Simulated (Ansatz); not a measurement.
Reaction (homolysis of the Ge–Si bond): `F[SiH](S)[GeH3]` → `[GeH3]`• + `F[SiH]S`•

Computed with Ansatz on PBE0-D4/def2-TZVP structures; ΔE is electronic, products minus reactants. CBS: MP2 limit from def2 TZ/QZ plus the TZ coupled-cluster correction, frozen cores. DFT in def2-TZVPP. Open shells (•) are unrestricted, without spin–orbit coupling. For Ge outer-core shells are correlated without core-valence functions, which leaves a few kJ/mol of doubt a bond. Scalar relativity is left out up to krypton. Each species was taken in one conformer, which may not be the lowest.

```json
{"level": "PBE-D4", "ΔE (kJ/mol)": "306.2", "difference from CCSD(T)/CBS": "-22.5"}
{"level": "ωB97X-V", "ΔE (kJ/mol)": "326.1", "difference from CCSD(T)/CBS": "-2.6"}
{"level": "B2PLYP", "ΔE (kJ/mol)": "303.1", "difference from CCSD(T)/CBS": "-25.6"}
{"level": "PBE", "ΔE (kJ/mol)": "297.6", "difference from CCSD(T)/CBS": "-31.1"}
{"level": "PBE0", "ΔE (kJ/mol)": "302.4", "difference from CCSD(T)/CBS": "-26.3"}
{"level": "HF/def2-TZVPP", "ΔE (kJ/mol)": "226.1", "difference from CCSD(T)/CBS": "-102.6"}
{"level": "SCS-MP2/def2-TZVPP", "ΔE (kJ/mol)": "318.9", "difference from CCSD(T)/CBS": "-9.8"}
{"level": "CCSD/def2-TZVPP", "ΔE (kJ/mol)": "310.1", "difference from CCSD(T)/CBS": "-18.6"}
{"level": "HF/def2-QZVPP", "ΔE (kJ/mol)": "224.2", "difference from CCSD(T)/CBS": "-104.5"}
{"level": "MP2/CBS(def2)", "ΔE (kJ/mol)": "331.9", "difference from CCSD(T)/CBS": "3.2"}
{"level": "CCSD(T)/CBS", "ΔE (kJ/mol)": "328.7", "difference from CCSD(T)/CBS": "0"}
```

Largest T1 diagnostic among the species: 0.015.

From PBE to PBE0 (25 % exact exchange), in def2-TZVPP and without D4, ΔE moves by +4.7 kJ/mol. In def2-TZVPP, CCSD(T) changes the Hartree–Fock value by +90.3 kJ/mol (the triples alone add +6.4 kJ/mol) and MP2 by +93.5 kJ/mol; breaking electron pairs costs correlation energy, which Hartree–Fock lacks. The D4 term adds +13.8 kJ/mol with B3LYP and +7.6 kJ/mol with PBE0; it sums over pairs of atoms, weighted by their polarisabilities, and B3LYP, whose exchange is more repulsive, gets the larger term.

B3LYP here is the variant with VWN-RPA as its local correlation; programs differ in this.
